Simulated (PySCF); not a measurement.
## Calculated data, Al$_{2}$BH$_{5}$N, Al$_{2}$BH$_{4}$O

Computed with PySCF 2.14.0. Calculation on a computer-drawn molecule: the log of a Hartree-Fock and frozen-core CCSD(T) single point meant for a local Hartree-Fock minimum, with one planted fault or none, to be diagnosed. Offsets are logged minus clean, where the clean run is the same molecule without the fault. The reference is restricted for singlets and unrestricted otherwise, and also for a bond in bohr or an excited solution. Adding or removing an electron swaps singlet and doublet. The excited solution moves the top pair (singlet) or top alpha electron (doublet) to the lowest empty orbital. Highest occupied and lowest empty are orbital energies over both spins, largest force is the largest gradient component, triples share is (T) over the correlation energy, the T1 limit is 0.02 restricted and 0.045 unrestricted, electrons count all cores, a negative frequency is imaginary (commonest isotopes), and the dipole is about the centre of nuclear charge.

Common to all runs: meant charge 1; meant multiplicity 1; meant basis cc-pV(D+d)Z; logged SCF converged yes; logged CC converged yes; logged SCF stable within its kind yes; possible faults no fault, one electron removed, one electron added, multiplicity raised by two, geometry at a saddle point, SCF held on an excited solution, minimal basis STO-3G, one bond length entered in bohr, all coordinates scaled.

```yaml
- entry: 1
  formula: Al2BH5N
  logged_structure:
    atoms_angstrom:
      - [B, -1.5562, -1.6828, 2.6834]
      - [Al, -0.8277, -2.4961, 0.6919]
      - ["N", -0.0662, -1.2638, -0.2757]
      - [Al, 0.67, -1.4473, -1.9442]
      - [H, -1.9391, -1.2634, 3.7266]
      - [H, -1.1462, -4.0096, 0.5631]
      - [H, 0.0001, -0.3233, 0.0848]
      - [H, 1.2973, -0.1779, -2.6066]
      - [H, 0.4655, -4.2174, -2.9829]
  given:
    logged_electrons: 42
    logged_basis_functions: 99
    logged_spin_squared: 0.8205
    "logged_highest_occupied [eV]": -11.626
    "logged_lowest_empty [eV]": -5.4161
    "logged_largest_force [hartree/bohr]": 0.012034
    logged_T1_diagnostic: 0.057019
    logged_D1_diagnostic: 0.24275
    logged_triples_share: 0.032138
    "logged_dipole_magnitude [debye]": 10.013
    "logged_energy_HF [hartree]": -565.51756
    "logged_energy_CCSD(T) [hartree]": -565.91358
    drawn_bonds_atom: [1, 2, 3, 1, 2, 3, 4, 4]
    drawn_bonds_other_atom: [2, 3, 4, 5, 6, 7, 8, 9]
    drawn_bonds_order: [1, 1, 1, 1, 1, 1, 1, 1]
  results:
    planted_fault: "one bond length entered in bohr, row 8 of the drawn bonds"
    "HF_energy_offset_from_clean_run [kcal/mol]": 64.37
    "CCSD(T)_energy_offset_from_clean_run [kcal/mol]": 70.56
  notes: ["T1 above single-reference limit"]
- entry: 2
  formula: Al2BH5N
  logged_structure:
    atoms_angstrom:
      - [B, -1.5562, -1.6828, 2.6834]
      - [Al, -0.8277, -2.4961, 0.6919]
      - ["N", -0.0662, -1.2638, -0.2757]
      - [Al, 0.67, -1.4473, -1.9442]
      - [H, -1.9391, -1.2634, 3.7266]
      - [H, -1.1462, -4.0096, 0.5631]
      - [H, 0.0001, -0.3233, 0.0848]
      - [H, 1.2973, -0.1779, -2.6066]
      - [H, 0.5618, -2.9132, -2.4939]
  given:
    logged_electrons: 41
    logged_basis_functions: 99
    logged_spin_squared: 0.8431
    "logged_highest_occupied [eV]": -20.461
    "logged_lowest_empty [eV]": -12.695
    "logged_largest_force [hartree/bohr]": 0.069156
    logged_T1_diagnostic: 0.022896
    logged_D1_diagnostic: 0.069217
    logged_triples_share: 0.026552
    "logged_dipole_magnitude [debye]": 2.1184
    "logged_energy_HF [hartree]": -565.11289
    "logged_energy_CCSD(T) [hartree]": -565.49448
    drawn_bonds_atom: [1, 2, 3, 1, 2, 3, 4, 4]
    drawn_bonds_other_atom: [2, 3, 4, 5, 6, 7, 8, 9]
    drawn_bonds_order: [1, 1, 1, 1, 1, 1, 1, 1]
  results:
    planted_fault: "one electron removed"
    "HF_energy_offset_from_clean_run [kcal/mol]": 318.3
    "CCSD(T)_energy_offset_from_clean_run [kcal/mol]": 333.5
- entry: 3
  formula: Al2BH5N
  logged_structure:
    atoms_angstrom:
      - [B, -1.5562, -1.6828, 2.6834]
      - [Al, -0.8277, -2.4961, 0.6919]
      - ["N", -0.0662, -1.2638, -0.2757]
      - [Al, 0.67, -1.4473, -1.9442]
      - [H, -1.9391, -1.2634, 3.7266]
      - [H, -1.1462, -4.0096, 0.5631]
      - [H, 0.0001, -0.3233, 0.0848]
      - [H, 1.2973, -0.1779, -2.6066]
      - [H, 0.5618, -2.9132, -2.4939]
  given:
    logged_electrons: 42
    logged_basis_functions: 99
    logged_spin_squared: 2.0112
    "logged_highest_occupied [eV]": -15.304
    "logged_lowest_empty [eV]": -7.3756
    "logged_largest_force [hartree/bohr]": 0.028776
    logged_T1_diagnostic: 0.025334
    logged_D1_diagnostic: 0.12236
    logged_triples_share: 0.027634
    "logged_dipole_magnitude [debye]": 6.8735
    "logged_energy_HF [hartree]": -565.53195
    "logged_energy_CCSD(T) [hartree]": -565.92239
    drawn_bonds_atom: [1, 2, 3, 1, 2, 3, 4, 4]
    drawn_bonds_other_atom: [2, 3, 4, 5, 6, 7, 8, 9]
    drawn_bonds_order: [1, 1, 1, 1, 1, 1, 1, 1]
  results:
    planted_fault: "multiplicity raised by two"
    "HF_energy_offset_from_clean_run [kcal/mol]": 55.34
    "CCSD(T)_energy_offset_from_clean_run [kcal/mol]": 65.03
- entry: 4
  formula: Al2BH4O
  logged_structure:
    atoms_angstrom:
      - [B, -0.6368, -0.2967, -2.8437]
      - [Al, -0.0157, 1.7203, -2.027]
      - [O, -0.9961, 2.0283, -0.7463]
      - [Al, -1.8638, 2.6242, 0.6252]
      - [H, -0.9961, -1.3574, -3.2376]
      - [H, 1.1531, 2.4013, -2.7818]
      - [H, -1.2907, 2.208, 2.0192]
      - [H, -3.1356, 3.4744, 0.3018]
  given:
    logged_electrons: 41
    logged_basis_functions: 94
    logged_spin_squared: 0.8398
    "logged_highest_occupied [eV]": -20.46
    "logged_lowest_empty [eV]": -12.719
    "logged_largest_force [hartree/bohr]": 0.064038
    logged_T1_diagnostic: 0.031806
    logged_D1_diagnostic: 0.14235
    logged_triples_share: 0.023646
    "logged_dipole_magnitude [debye]": 4.0878
    "logged_energy_HF [hartree]": -584.99062
    "logged_energy_CCSD(T) [hartree]": -585.37652
    drawn_bonds_atom: [1, 2, 3, 1, 2, 4, 4]
    drawn_bonds_other_atom: [2, 3, 4, 5, 6, 7, 8]
    drawn_bonds_order: [1, 1, 1, 1, 1, 1, 1]
  results: {}
```

**Q.** Which fault was planted in the run of Al$_{2}$BH$_{4}$O (entry 4)?
**A.** one electron removed

Further results for Al$_{2}$BH$_{4}$O (entry 4):

* HF energy offset from clean run: 316.7 kcal/mol
* CCSD(T) energy offset from clean run: 329.8 kcal/mol
